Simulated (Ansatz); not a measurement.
CH3AlFNS can be A, `F[C]1(S)[NH][AlH]1`, or B, `N=[CH][Al]([F])[SH]`.

Computed with Ansatz on PBE0-D4/def2-TZVP structures; ΔE is electronic, products minus reactants. CCSD(T)/CBS adds triple-zeta CCSD(T) − MP2 to the extrapolated MP2 energy (def2 sets, frozen cores). Functionals use def2-TZVPP. B3LYP here is the variant with VWN-RPA as its local correlation; programs differ in this. Each species was taken in one conformer, which may not be the lowest.

(1) Which isomer does CCSD(T)/CBS put lower? Give the gap. (Estimate.)

(2) Give E(B) − E(A) in kcal/mol with PBE0-D4, MP2/def2-TZVPP, CCSD/def2-TZVPP, CCSD(T)/def2-SVP, r2SCAN-D4, B3LYP-D4, CCSD(T)/def2-TZVPP. (Best estimate.)

(3) Does the order hold for the free energy at 298.15 K (harmonic terms from PBE0-D4)? (Best estimate.)

Largest T1 diagnostic: 0.015.

Results:

(1) The calculation gave: B, by 94.1 kcal/mol.

(2) The calculation gave: PBE0-D4 -87.4, MP2/def2-TZVPP -94.5, CCSD/def2-TZVPP -96.4, CCSD(T)/def2-SVP -94.1, r2SCAN-D4 -88.9, B3LYP-D4 -92.1, CCSD(T)/def2-TZVPP -95.0. None reverses the order clearly.

(3) The calculation gave: Yes: G(B) − G(A) = -93.1 kcal/mol, for one conformer each.

From BLYP to BHLYP (50 % exact exchange), in def2-TZVPP and without D4, E(B) − E(A) moves by −4.3 kcal/mol. In def2-TZVPP, CCSD(T) changes the Hartree–Fock value by +7.9 kcal/mol (the triples alone add +1.4 kcal/mol) and MP2 by +8.4 kcal/mol.
